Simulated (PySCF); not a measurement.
**How methods differ on the excitation energy of Ce²⁺**

Ce²⁺ [Xe] 4f2 (high-spin determinant) → Ce²⁺ [Xe] 4f1 6s1 (3F), as a difference of total energies. Calculation: PySCF 2.14, in ANO-RCC-VTZP; scalar relativity by spin-free X2C-1e. Correlated levels: valence: [Kr] 4d10 frozen; valence and next inner shell: [Ar] 3d10 frozen. The calculations carry no spin-orbit coupling.

```tsv
method	excitation energy (cm⁻¹)
UHF	8526.9
LDA	26657
PBE	27158
PBE0	24181
r2SCAN	29582
MP2 (valence)	12102
SCS-MP2 (valence)	11455
MP2 (valence and next inner shell)	10585
SCS-MP2 (valence and next inner shell)	10273
```

A first-order spin-orbit estimate (lowest level to lowest level, LS coupling) adds 0.063 eV.

The basis was made for the ground configuration and has no added diffuse functions, so the excitation energy can come out too high.

The determinant of the lower state mixes LS terms, which raises its energy above the lowest term, most at the Hartree-Fock and MP2 levels.
